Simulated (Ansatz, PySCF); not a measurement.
CH₁₁NOSi₃, SMILES O[Si@@H]([SiH3])CN[SiH3]. Atoms are numbered in the order given.

```xyz
17

O     -1.2227    -1.6398     0.7240
Si    -1.0052    -0.4073    -0.4065
Si    -2.8958     0.9996    -0.4713
C      0.5563     0.5562     0.0736
N      1.6142    -0.3937     0.3888
Si     3.3109    -0.0448     0.3170
H     -1.6602    -1.3987     1.5489
H     -0.7840    -1.0988    -1.7042
H     -4.1023     0.2740    -0.9684
H     -2.6521     2.1856    -1.3473
H     -3.1895     1.4943     0.9105
H      0.8497     1.1795    -0.7917
H      0.3376     1.2716     0.8970
H      1.2984    -1.1794     0.9509
H      3.6479     0.4898    -1.0366
H      4.0377    -1.3209     0.5727
H      3.7873     0.9753     1.3100
```

Geometry: B3LYP-D3(BJ)/def2-SVP. The structure was generated by enumeration; whether it is a known compound was not checked. The values are those of a single conformer.

Two levels are set side by side: PBE-D3(BJ)/def2-SVP (Ansatz, an electronic-structure program) and B3LYP-D3(BJ)/def2-SVP (Ansatz). Each level has its own optimised geometry; the coordinates shown are those of the second. Frequencies come from the Hessian of PySCF at each geometry. Differences are taken from unrounded values.

```csv
quantity,B3LYP-D3(BJ),PBE-D3(BJ),PBE-D3(BJ) minus B3LYP-D3(BJ)
mean bond length (Å),1.487,1.497,0.010
bond O1–Si2 (Å),1.687,1.702,0.015
bond Si2–Si3 (Å),2.358,2.361,0.004
bond Si2–C4 (Å),1.897,1.906,0.009
bond C4–N5 (Å),1.456,1.456,0.000
bond N5–Si6 (Å),1.734,1.744,0.010
bond O1–H7 (Å),0.964,0.973,0.009
bond Si2–H8 (Å),1.487,1.501,0.014
bond Si3–H9 (Å),1.493,1.506,0.013
bond Si3–H10 (Å),1.494,1.507,0.013
bond Si3–H11 (Å),1.497,1.510,0.013
bond C4–H12 (Å),1.106,1.114,0.008
bond C4–H13 (Å),1.112,1.121,0.009
bond N5–H14 (Å),1.016,1.025,0.008
bond Si6–H15 (Å),1.494,1.507,0.013
bond Si6–H16 (Å),1.491,1.503,0.013
bond Si6–H17 (Å),1.501,1.515,0.014
highest harmonic wavenumber (cm⁻¹),3870,3759,-112
mean harmonic wavenumber (cm⁻¹),1140,1106,-34
zero-point energy (kcal/mol),73.35,71.15,-2.20
```

Exact exchange shortens and stiffens bonds; PBE has none. Differences between two approximate levels are no errors against the true value.
